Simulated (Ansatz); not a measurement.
C4H5Br, SMILES C(=CCBr)=C.

Coordinates come from a r2SCAN-D4/def2-SVP optimisation. The values are those of a single conformer.

Two levels are set side by side: PBE/def2-SVPD (Ansatz, a program for electronic structure) and PBE0/def2-SVPD (Ansatz). Energy differences of separate SCF runs at the same geometry; the states with an electron removed or added have multiplicity 2 and 2. Differences are taken from unrounded values.

```json
[
 {"quantity": "vertical ionisation energy (eV)", "PBE": "9.25"},
 {"quantity": "vertical singlet–triplet gap (eV)", "PBE": "4.15"}
]
```

Problem. These are the PBE values. What does PBE0 give? (Estimate from the structure and the level; the computed values follow.)

Solution. 
```json
[
 {"quantity": "vertical ionisation energy (eV)", "PBE0": "9.52", "PBE minus PBE0": "-0.27"},
 {"quantity": "vertical singlet–triplet gap (eV)", "PBE0": "4.21", "PBE minus PBE0": "-0.05"}
]
```
